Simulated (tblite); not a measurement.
Species: C₃H₉BF₂Si.
Numbering: `[CH3:1][C@@H:2]([BH:3][F:4])[C@H:5]([F:6])[SiH3:7]` (hydrogens: H8, H9, H10 on C1; H11 on C2; H12 on B3; H13 on C5; H14, H15, H16 on Si7)

Computed with GFN2-xTB (tblite), gas phase: L-BFGS steps from a force-field or distance-geometry start until the largest atomic force falls under 0.01 eV/Å.

Step 61: E = -638.9271 eV
```
atom  x, y, z in Å  |  force x, y, z in eV/Å
C1     -1.4477    1.2961    0.7085    0.011  -0.003  -0.009
C2     -0.4751    0.1202    0.5353   -0.010   0.003   0.011
B3     -1.2039   -1.1911    0.0074    0.004   0.017   0.000
F4     -0.8944   -2.3436    0.5613   -0.003  -0.021  -0.014
C5      0.6665    0.5136   -0.4161   -0.005  -0.003   0.002
F6      0.1497    0.7482   -1.6904   -0.022  -0.013  -0.012
Si7     2.0531   -0.8030   -0.5933    0.025  -0.012  -0.009
H8     -0.9336    2.1584    1.1304   -0.008   0.001   0.001
H9     -1.8637    1.5768   -0.2559   -0.008   0.006   0.004
H10    -2.2658    1.0204    1.3707    0.014   0.014  -0.007
H11     0.0064   -0.0802    1.4994   -0.005  -0.001   0.010
H12    -2.0086   -1.2141   -0.8461    0.006   0.002   0.013
H13     1.0729    1.4855   -0.1058   -0.004   0.017   0.013
H14     1.4516   -2.0595   -1.0295    0.020  -0.001  -0.006
H15     2.7024   -0.9240    0.7135   -0.014  -0.002  -0.003
H16     2.9824   -0.2946   -1.6007    0.000  -0.005   0.007
```

Step 62: E = -638.9273 eV
```
atom  x, y, z in Å  |  force x, y, z in eV/Å
C1     -1.4479    1.2970    0.7073    0.007  -0.003  -0.003
C2     -0.4760    0.1205    0.5358   -0.007   0.009   0.010
B3     -1.2040   -1.1910    0.0073   -0.001   0.044  -0.002
F4     -0.8851   -2.3441    0.5526    0.004  -0.051  -0.001
C5      0.6666    0.5126   -0.4152   -0.003   0.000   0.000
F6      0.1499    0.7475   -1.6895   -0.022  -0.016  -0.016
Si7     2.0537   -0.8037   -0.5928    0.019  -0.012  -0.007
H8     -0.9350    2.1597    1.1301   -0.003   0.000  -0.013
H9     -1.8640    1.5757   -0.2577   -0.002   0.013   0.011
H10    -2.2658    1.0227    1.3700    0.006   0.006  -0.007
H11     0.0048   -0.0795    1.5004   -0.004  -0.002   0.007
H12    -2.0162   -1.2132   -0.8386    0.002   0.002   0.006
H13     1.0733    1.4847   -0.1057   -0.004   0.018   0.018
H14     1.4509   -2.0591   -1.0298    0.023  -0.003  -0.008
H15     2.7033   -0.9258    0.7137   -0.015  -0.001  -0.002
H16     2.9838   -0.2950   -1.5994   -0.001  -0.004   0.006
```

Step 63: E = -638.9275 eV
```
atom  x, y, z in Å  |  force x, y, z in eV/Å
C1     -1.4486    1.2986    0.7047    0.001   0.001   0.006
C2     -0.4775    0.1214    0.5365    0.001   0.012   0.007
B3     -1.2037   -1.1906    0.0076   -0.004   0.017   0.006
F4     -0.8644   -2.3465    0.5365   -0.008  -0.025  -0.016
C5      0.6673    0.5121   -0.4133    0.000   0.005  -0.003
F6      0.1512    0.7488   -1.6879   -0.016  -0.020  -0.008
Si7     2.0544   -0.8052   -0.5920    0.003  -0.009  -0.004
H8     -0.9377    2.1617    1.1290    0.006   0.002  -0.028
H9     -1.8642    1.5750   -0.2612    0.004   0.020   0.015
H10    -2.2671    1.0261    1.3671   -0.006  -0.005  -0.005
H11     0.0016   -0.0781    1.5021   -0.002  -0.003   0.003
H12    -2.0316   -1.2121   -0.8239    0.015   0.000   0.017
H13     1.0750    1.4837   -0.1028   -0.008   0.011   0.016
H14     1.4493   -2.0591   -1.0293    0.026  -0.008  -0.013
H15     2.7039   -0.9291    0.7142   -0.014   0.001   0.000
H16     2.9845   -0.2977   -1.5989    0.001   0.000   0.003
```

Step 64: E = -638.9277 eV
```
atom  x, y, z in Å  |  force x, y, z in eV/Å
C1     -1.4475    1.2988    0.7048   -0.009   0.006   0.014
C2     -0.4777    0.1210    0.5363    0.012   0.014   0.001
B3     -1.2065   -1.1894    0.0075   -0.007   0.043   0.001
F4     -0.8651   -2.3461    0.5301    0.013  -0.070   0.009
C5      0.6668    0.5105   -0.4147    0.006   0.009  -0.004
F6      0.1491    0.7431   -1.6899   -0.007  -0.020   0.003
Si7     2.0579   -0.8041   -0.5914   -0.021   0.000   0.003
H8     -0.9365    2.1627    1.1270    0.015   0.007  -0.040
H9     -1.8677    1.5720   -0.2601    0.012   0.028   0.016
H10    -2.2633    1.0288    1.3709   -0.018  -0.017   0.001
H11     0.0011   -0.0796    1.5019    0.001  -0.001  -0.001
H12    -2.0394   -1.2100   -0.8176   -0.002   0.009  -0.004
H13     1.0732    1.4840   -0.1069   -0.013   0.002   0.012
H14     1.4541   -2.0567   -1.0325    0.025  -0.017  -0.016
H15     2.7023   -0.9312    0.7168   -0.011   0.003   0.004
H16     2.9915   -0.2948   -1.5936    0.003   0.005   0.000
```

Q: Estimate the geometry and energy of step 65. (The exact step hangs on the optimiser's Hessian estimate; all steps are aligned on step 64, rigid shifts and turns removed.)

A: E = -638.9279 eV, largest force 0.046 eV/Å
```
atom  x, y, z in Å  |  force x, y, z in eV/Å
C1     -1.4471    1.2990    0.7045   -0.013   0.008   0.015
C2     -0.4779    0.1211    0.5357    0.013   0.008  -0.001
B3     -1.2085   -1.1885    0.0079   -0.003   0.014   0.004
F4     -0.8611   -2.3474    0.5235    0.009  -0.045   0.001
C5      0.6670    0.5100   -0.4158    0.005   0.007  -0.001
F6      0.1487    0.7408   -1.6914    0.000  -0.019   0.012
Si7     2.0599   -0.8037   -0.5908   -0.031   0.004   0.005
H8     -0.9356    2.1636    1.1245    0.019   0.011  -0.040
H9     -1.8701    1.5706   -0.2595    0.015   0.031   0.012
H10    -2.2614    1.0302    1.3727   -0.021  -0.020   0.005
H11     0.0004   -0.0804    1.5013    0.005   0.001  -0.002
H12    -2.0485   -1.2085   -0.8103    0.001   0.012  -0.001
H13     1.0729    1.4840   -0.1081   -0.017  -0.003   0.004
H14     1.4573   -2.0557   -1.0345    0.024  -0.021  -0.019
H15     2.7004   -0.9325    0.7190   -0.010   0.005   0.005
H16     2.9962   -0.2937   -1.5900    0.003   0.007   0.000
```

The energy changes by -0.0002 eV. The first-order estimate −F·Δx gives -0.0003 eV and the mean of the old and new forces, exact on a quadratic surface, -0.0002 eV. The step makes an angle of 83° with the force vector and moves no atom by more than 0.012 Å.

What follows is the cost of the whole relaxation. Hardware: AMD EPYC 9R45, one thread, no GPU, shared host with 96 logical CPUs at a one-minute load of 34. Cost: 0.41 s.
